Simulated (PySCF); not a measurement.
B3LYP has the VWN-RPA correlation part, as in Gaussian. 

Cartesian coordinates (Å):
```xyz
5

O      1.9381    -0.1112    -0.7951
C      0.9145    -0.0191    -0.3104
Si    -0.5896     0.2523     0.7803
H     -1.2177     1.0165    -0.3585
H     -1.0453    -1.1385     0.4154
```
Charge 0, spin multiplicity 1.

Problem. Estimate the LUMO, HOMO and total energy that B3LYP-D3(BJ)/def2-TZVP in PySCF returns for this input.

Solution. 
```
Item                Result
------------  ------------
LUMO              -2.13 eV
HOMO              -6.59 eV
total energy  -10994.87 eV
```
